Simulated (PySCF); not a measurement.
GeHO, SMILES [OH+]=[Ge] (connectivity only; charge and spin as stated), charge +1, multiplicity 1. Atoms are numbered in the order given.

```xyz
3

O      0.0000     0.0000     1.2755
Ge     0.0000     0.0000    -0.3889
H      0.0000     0.0000     2.2402
```
Charge +1, spin multiplicity 1.

The structure is a stationary point at PBE0-D3(BJ)/def2-TZVP. The isomer is the one that the SMILES or the coordinates give; other isomers of the formula were not compared.

Two levels are set side by side: PBE/pcSseg-2 (PySCF) and PBE0/pcSseg-2 (PySCF). GIAO shifts against GeH4 (⁷³Ge), H2O (¹⁷O), TMS (¹H) at the same level; non-relativistic, no solvent, atoms listed together averaged. Differences are taken from unrounded values.

| quantity | PBE0 |
|---|---|
| δ(¹⁷O) of O1 (ppm) | 207.6 |
| δ(⁷³Ge) of Ge2 (ppm) | -141.9 |
| δ(¹H) of H3 (ppm) | 5.70 |

Question: What does PBE give, and how far is it from PBE0? (Estimate from the structure and the level; the computed values follow.)

Answer: 
```
quantity                 PBE  PBE minus PBE0
--------------------  ------  --------------
δ(¹⁷O) of O1 (ppm)     221.8            14.2
δ(⁷³Ge) of Ge2 (ppm)  -167.2           -25.3
δ(¹H) of H3 (ppm)       5.63           -0.08
```

Rough cost on one machine, each run with all the roots and properties that it gave: PBE0 against PBE within a factor of 2.
